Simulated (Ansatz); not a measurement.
Species: sum formula H3SiO3 (charge 0, doublet). It need not be the lowest isomer of its formula. 
Geometry from a B3LYP-D3(BJ)/def2-TZVP (Ansatz, a program for electronic structure) optimisation:
```xyz
7

Si    -0.0541     0.0028     0.2710
O     -0.7428     1.4707    -0.0628
O     -0.7063    -1.2699    -0.5091
O      1.5332    -0.1201    -0.0733
H     -0.3573     0.0409     1.7283
H     -1.6641    -1.3307    -0.5468
H      2.1066     0.6051     0.1870
```
Charge 0, spin multiplicity 2.

Basis-set convergence of Hartree-Fock and CCSD(T) correlation energies (hartree) with Ansatz. Correlated levels leave the core frozen unless marked. UHF or UKS for open shells. No spin-orbit coupling. No relativistic terms.

```
basis        functions       E(HF)  E(corr, CCSD(T))
-----------  ---------  ----------  ----------------
cc-pV(D+d)Z         80  -515.37154          -0.65051
cc-pV(T+d)Z        171  -515.48248          -0.83600
cc-pV(Q+d)Z        319  -515.50630          -0.89936
cc-pV(5+d)Z        538  -515.51179          -0.92181
```

Extrapolating the two largest sets (X = 4 and 5) as X^-3: E(corr) = (125·(-0.92181) - 64·(-0.89936))/61 = -0.9454 Eh, an estimate of the basis-set limit. The largest set recovers 97.5 % of it, the smallest 68.8 %.
